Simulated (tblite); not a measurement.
CH₅O (SMILES C[OH2+]), charge +1, singlet, geometry from GFN2-xTB; GFN1-xTB (tblite).

Here is a job for tblite.
```
$ tblite run mol.xyz --method gfn1 --charge 1 --spin 0 --spin-polarized --json tblite.json --no-restart

# file mol.xyz
7

C     -0.01927668     0.75112854     0.00090995
O     -0.01945091    -0.71002909     0.07309383
H     -1.05393514     1.08479565     0.06211764
H      0.89956319    -1.05604335     0.06619891
H      0.52546643     1.12435414     0.86667889
H      0.43988827     1.11244731    -0.91822338
H     -0.53971541    -1.09209225    -0.66698245
```

What the program printed (banner, timings and long lists left out):

```
xTB calculator
 | screened Coulomb repulsion
 | Coulomb electrostatics
 |  * isotropic Klopman-Ohno-Mataga-Nishimoto electrostatics
 |  * onsite third-order electrostatics
 | DFT-D3(BJ) dispersion correction
 | Interactions (1)
 | [1] spin polarization

halogen bonding energy    0.0000000000000E+00 Eh
repulsion energy          8.5804605871813E-02 Eh
dispersion energy        -9.8383592722180E-04 Eh
interaction energy        0.0000000000000E+00 Eh
number of electrons       1.4000000000000E+01 e
integral cutoff           1.9731147476801E+01 bohr

------------------------------------------------------------
  cycle        total energy    energy error   density error
------------------------------------------------------------
      1     -8.945395769377  -9.0302165E+00   3.4770181E-01
      2     -8.982782231270  -3.7386462E-02   1.8281219E-01
      3     -8.985749176954  -2.9669457E-03   3.9924549E-02
      4     -8.986325869936  -5.7669298E-04   3.6029656E-03
      5     -8.986353618811  -2.7748875E-05   1.6508946E-03
      6     -8.986353878160  -2.5934963E-07   9.8666568E-04
      7     -8.986355485466  -1.6073061E-06   1.6751108E-05
      8     -8.986355485866  -3.9955772E-10   1.1847506E-06
------------------------------------------------------------

electronic energy        -9.0711762558106E+00 Eh
total energy             -8.9863554858660E+00 Eh

Post processing:
 | Mayer-Wiberg bond orders

[Info] JSON dump of results written to 'tblite.json'
```
